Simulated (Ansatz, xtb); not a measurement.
C4H5NS2: which of two isomers lies lower

Structure X: `Cc1ncc(S)s1`, a singlet. Structure Y: `CSc1nccs1`, a singlet. Both are isolated molecules in the gas phase, relaxed with B3LYP/def2-SVP; the shapes shown needn't be the lowest conformers.

X (Å):

```xyz
12

C    -0.1969    3.4314    0.3717
C     0.2909    2.1221   -0.1657
C     0.9697    0.5847   -1.6132
C     1.0763   -0.1938   -0.4846
N     0.5320    1.8676   -1.4146
S     1.5904   -1.8723   -0.2882
S     0.5971    0.7455    0.9052
H    -0.3287    4.1214   -0.4728
H     0.5211    3.8747    1.0811
H    -1.1609    3.3248    0.8954
H     1.2083    0.2423   -2.6222
H     1.8330   -2.0787   -1.6031
```

Y (Å):

```csv
atom,x (Å),y (Å),z (Å)
C,0.3165,3.7517,-1.1013
C,-0.0772,1.0999,-0.5624
C,1.5940,-0.1357,0.1782
C,0.6442,-1.1182,0.1661
N,1.1810,1.1084,-0.2326
S,-0.9924,2.4874,-1.1403
S,-0.8686,-0.4662,-0.3911
H,1.1425,3.4713,-1.7678
H,0.6980,3.8792,-0.0798
H,-0.1572,4.6798,-1.4503
H,2.6313,-0.2805,0.4869
H,0.7398,-2.1659,0.4455
```

Q: Which of the two would you expect CCSD(T)/def2-SVP + ΔMP2/def2-TZVPP electronic energies to favour?

A: Too close to call at this level: CCSD(T)/def2-SVP + ΔMP2/def2-TZVPP gives E(Y) − E(X) = +0.63 kcal/mol.

Level by level:

| level | geometry | E(Y) − E(X) (kcal/mol) | departure from the last row (kcal/mol) | job, with rough time for the two |
| --- | --- | --- | --- | --- |
| GFN2-xTB | GFN2-xTB | +4.71 | +4.08 | optimisation, 0.14 s |
| HF/STO-3G | GFN2-xTB | −2.35 | −2.98 | single point, 0.38 s |
| r2SCAN-D4/def2-SVP | GFN2-xTB | +2.03 | +1.39 | single point, 4 s |
| B3LYP/def2-SVP | B3LYP/def2-SVP | +1.90 | +1.27 | optimisation, 24 s |
| HF/def2-SVP | B3LYP/def2-SVP | +2.98 | +2.35 | part of the CCSD(T) run |
| MP2/def2-SVP | B3LYP/def2-SVP | +3.53 | +2.90 | part of the CCSD(T) run |
| CCSD(T)/def2-SVP | B3LYP/def2-SVP | +3.58 | +2.95 | single point |
| CCSD(T)/def2-SVP + ΔMP2/def2-TZVPP | B3LYP/def2-SVP | +0.63 |  | single point, 52 s |

As drawn, Y has 1 C–S, 1 C–H in place of 1 C–C, 1 S–H.

The largest departure from CCSD(T)/def2-SVP + ΔMP2/def2-TZVPP is that of GFN2-xTB, 4.08 kcal/mol. The last row adds to CCSD(T) the change of the MP2 difference between the two basis sets, here −2.95 kcal/mol.

With thermal terms from frequencies at re-optimised GFN2-xTB minima (ideal gas, soft modes damped towards free rotors, one conformer each, 298.15 K, 1 atm): the zero-point term adds +1.38 kcal/mol; ΔH is +1.84 and ΔG +2.02 kcal/mol.

The correlated steps freeze 15 core orbitals. Run with Ansatz 0.2.0, xtb 6.7.1; the last row on 4 threads of Arm Neoverse V1 on a shared host.
